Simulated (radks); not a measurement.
Numerical settings for the argon ion Ar3+, [Ne] 3s2 3p3. Calculated with a radial shooting solver on a logarithmic mesh with Libxc functionals: non-relativistic Kohn-Sham, r2SCAN, spin-polarised, spherical densities, point nucleus; open shells are filled with parallel spins first; meta-GGA in the generalised Kohn-Sham scheme. The defaults (mesh step 0.008 in ln r, mesh end at 40 bohr or more with all orbitals vanishing there, Anderson mixing 0.5 over 9 steps, residual threshold near 1e-9 with the energy settled to 1e-9 hartree or 1e-11 of itself, here a cap of 91 iterations) give E = -524.427 hartree and 3p at -52.392 eV in 11 iterations. Run on one thread of a shared host, so times are rough (Intel(R) Xeon(R) Platinum 8559C): 0.08 s of CPU time, 0.08 s wall, 11 iterations on 2476 mesh points. Changes against that run (0 stands for a change within the tolerance of the run):

\begin{tabular}{lrrrrr}
setting & iterations & converged & E (mhartree) & e(3p) (meV) & CPU (s) \\ \hline
mesh step in ln r 0.02 & 10 & yes & 0 & 0 & 0.04 \\
mesh step in ln r 0.003 & 11 & yes & 0 & 0 & 0.21 \\
mesh step in ln r 0.005 & 11 & yes & 0 & 0 & 0.13 \\
mesh end (bohr) 12 & 11 & yes & 0 & 0 & 0.08 \\
mesh end (bohr) 20 & 11 & yes & 0 & 0 & 0.08 \\
residual threshold 0.1 & 8 & yes & 0 & -1.11 & 0.07 \\
residual threshold 0.001 & 8 & yes & 0 & -1.11 & 0.07 \\
mixing 0.05 & 14 & yes & 0 & +0.00456 & 0.1 \\
linear mixing, mixing 0.2 & 66 & yes & 0 & +0.00827 & 0.38 \\
linear mixing, mixing 1 & 17 & yes & 0 & +0.00764 & 0.12 \\
mixing history 3 & 13 & yes & 0 & 0 & 0.09 \\
iteration cap 8 & 8 & no & 0 & +0.122 & 0.06 \\
\end{tabular}

No run marked as converged misses the energy by more than 1 mhartree. A mesh that ends early acts as a hard wall.
